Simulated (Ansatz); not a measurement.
`C[CH2][GeH3]` and `CCO` differ in one atom or group.

Ansatz, PBE0-D4/def2-TZVP geometries, multiplicity 1. Each molecule was computed in one conformer, which needn't be the lowest.

Scalar relativity is left out up to krypton.

| property | `C[CH2][GeH3]` |
| --- | --- |
| HOMO–LUMO gap (PBE0/def2-TZVPP) / eV | 9.11 |
| ideal-gas entropy at 298 K and 1 bar (rigid rotor, harmonic PBE0-D4/def2-TZVP) / J/(mol·K) | 311 |
| HOMO–LUMO gap (ωB97M-V/def2-TZVPP) / eV | 12.81 |
| LUMO energy (B3LYP/def2-TZVPP) / eV | 0.53 |
| LUMO energy (ωB97M-V/def2-TZVPP) / eV | 2.33 |
| HOMO energy (PBE/def2-TZVPP) / eV | -7.06 |

Problem. What does the change do to each property? (An estimate is asked.)

Solution. Computed: 
```json
{"property": "HOMO–LUMO gap (PBE0/def2-TZVPP) / eV", "`CCO`": "8.90", "shift": "-0.21"}
{"property": "ideal-gas entropy at 298 K and 1 bar (rigid rotor, harmonic PBE0-D4/def2-TZVP) / J/(mol·K)", "`CCO`": "269", "shift": "-42"}
{"property": "HOMO–LUMO gap (ωB97M-V/def2-TZVPP) / eV", "`CCO`": "12.78", "shift": "-0.03"}
{"property": "LUMO energy (B3LYP/def2-TZVPP) / eV", "`CCO`": "0.68", "shift": "0.15"}
{"property": "LUMO energy (ωB97M-V/def2-TZVPP) / eV", "`CCO`": "2.49", "shift": "0.16"}
{"property": "HOMO energy (PBE/def2-TZVPP) / eV", "`CCO`": "-6.15", "shift": "0.91"}
```

With PBE0 the HOMO rises by 0.45 eV and the LUMO rises by 0.23 eV, so the gap narrows by about 0.22 eV. PBE moves the HOMO by 0.91 eV and ωB97M-V by 0.19 eV. The zero-point energy changes by -21.5 kJ/mol with -6 modes.

B3LYP here is the variant with VWN-RPA as its local correlation; programs differ in this.
